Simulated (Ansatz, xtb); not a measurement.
# Two isomers of BF2H5Si2

Structure a: `FB[SiH2][SiH2]F`, a singlet. Structure b: `B[SiH2][SiH](F)F`, a singlet. Both are isolated molecules in the gas phase, relaxed with r2SCAN-D4/def2-SVP; the shapes shown needn't be the lowest conformers.

a (Å):

```
atom    x (Å)    y (Å)    z (Å)
   B  -2.2785   1.5852   0.2810
   F  -3.0362   2.0815   1.2467
   F  -0.4002  -0.1470   2.0311
  Si  -2.5372  -0.3344  -0.3296
  Si  -0.9522  -1.3660   1.0771
   H  -1.3999   2.2974  -0.1575
   H  -2.1513  -0.5439  -1.7594
   H  -3.9000  -0.8952  -0.0735
   H  -1.5342  -2.4106   1.9682
   H   0.2171  -1.9307   0.3436
```

b (Å):

```yaml
atoms:
  - { symbol: B, position_ang: [-0.5328, -1.5698, -1.0972] }
  - { symbol: F, position_ang: [3.3700, -3.0003, -1.7070] }
  - { symbol: F, position_ang: [1.7161, -2.8649, 0.2958] }
  - { symbol: Si, position_ang: [1.0385, -0.6710, -1.9291] }
  - { symbol: Si, position_ang: [2.6057, -1.9585, -0.7293] }
  - { symbol: H, position_ang: [-0.9965, -1.1568, -0.0635] }
  - { symbol: H, position_ang: [-0.9693, -2.5927, -1.5632] }
  - { symbol: H, position_ang: [1.2585, 0.7660, -1.5784] }
  - { symbol: H, position_ang: [1.2778, -0.8971, -3.3862] }
  - { symbol: H, position_ang: [3.6358, -1.2569, 0.0807] }
```

Task: Estimate which is lower in electronic energy at CCSD(T)/def2-SVP + ΔMP2/def2-TZVPP, and by roughly how much.

Result: Not settled: CCSD(T)/def2-SVP + ΔMP2/def2-TZVPP gives E(b) − E(a) = −7.81 kJ/mol, but this leans on the basis-set step: CCSD(T) alone gives +18.65 kJ/mol.

How the difference moves with the method:

| level | geometry | E(b) − E(a) (kJ/mol) | departure from the last row (kJ/mol) | job, with rough time for the two |
| --- | --- | --- | --- | --- |
| r2SCAN-D4/def2-SVP | r2SCAN-D4/def2-SVP | +16.56 | +24.37 | optimisation, 59 s |
| HF/def2-SVP | r2SCAN-D4/def2-SVP | +11.72 | +19.53 | part of the CCSD(T) run |
| MP2/def2-SVP | r2SCAN-D4/def2-SVP | +15.34 | +23.15 | part of the CCSD(T) run |
| CCSD(T)/def2-SVP | r2SCAN-D4/def2-SVP | +18.65 | +26.46 | single point |
| CCSD(T)/def2-SVP + ΔMP2/def2-TZVPP | r2SCAN-D4/def2-SVP | −7.81 |  | single point, 17 s |

As drawn, b has 1 F–Si, 1 B–H in place of 1 B–F, 1 Si–H.

r2SCAN-D4/def2-SVP, HF/def2-SVP, MP2/def2-SVP, CCSD(T)/def2-SVP put the two in the other order. The largest departure from CCSD(T)/def2-SVP + ΔMP2/def2-TZVPP is that of CCSD(T)/def2-SVP, 26.46 kJ/mol. Levels run at GFN2-xTB geometries aren't shown. The last row adds to CCSD(T) the change of the MP2 difference between the two basis sets, here −26.46 kJ/mol, a large step that makes the value less sure.

With harmonic frequencies from r2SCAN-D4/def2-SVP (ideal gas, rigid rotor, one conformer each, 298.15 K, 1 atm): on the last row, ΔE + ΔZPE = −8.15 kJ/mol. A mode under 50 cm⁻¹ makes harmonic enthalpies and free energies unreliable, so none is given.

The correlated steps freeze 13 core orbitals. Codes used: Ansatz 0.2.0; the last row on 2 threads of Intel(R) Xeon(R) 6975P-C (Granite Rapids) on a shared host.
